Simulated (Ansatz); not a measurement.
Born–Oppenheimer molecular dynamics of FH5OSiZn (9 atoms, charge 0, multiplicity 1). It starts at the highest image of a converged band, a first-order saddle point between two minima.

All numbers below come from RKS PBE0-D4/def2-mTZVP in Ansatz 0.2.0.

```
ensemble                      : NVE (velocity Verlet)
time step                     : 0.5 fs
steps asked                   : 200
starting velocities drawn for : 100 K
seed                          : 3147
```

First frame:

```xyz
9
Properties=species:S:1:pos:R:3
Zn -0.730 -0.822 -0.222
Si 1.011 1.075 0.309
O -0.672 -2.606 -0.129
H -0.706 1.003 -0.301
F -1.858 0.734 -0.685
H 0.851 2.095 1.378
H 1.815 1.615 -0.817
H 1.773 -0.069 0.900
H -1.486 -3.025 -0.431
```

**Question.** How far do the bonds stretch over the last three quarters of this one trajectory? (Pairs bonded in most of those frames.)

**Answer.** 
```csv
bond,mean (Å),spread (Å),shortest,longest
Zn1–Si2,2.350,0.105,2.22,2.56
Zn1–O3,1.796,0.018,1.77,1.82
Si2–H6,1.502,0.013,1.48,1.52
Si2–H7,1.501,0.052,1.42,1.57
Si2–H8,1.496,0.019,1.46,1.53
O3–H9,0.962,0.010,0.95,0.98
H4–F5,0.939,0.037,0.88,1.02
```

Mean temperature of the second half: 929 K. The conserved energy stayed within 0.19 meV per atom of its start (net change -0.11 meV per atom), so the integration is sound. The system heated up, since it started high on the potential surface and ran downhill. A run of 0.1 ps of so small a system gives no equilibrium averages. The orbitals stay closed-shell, which can raise the energy where a bond breaks towards radicals; this wasn't checked here.

Run time: 12 min on 2 threads of Arm Neoverse V1, with other jobs on the host, peak memory 0.27 GiB.
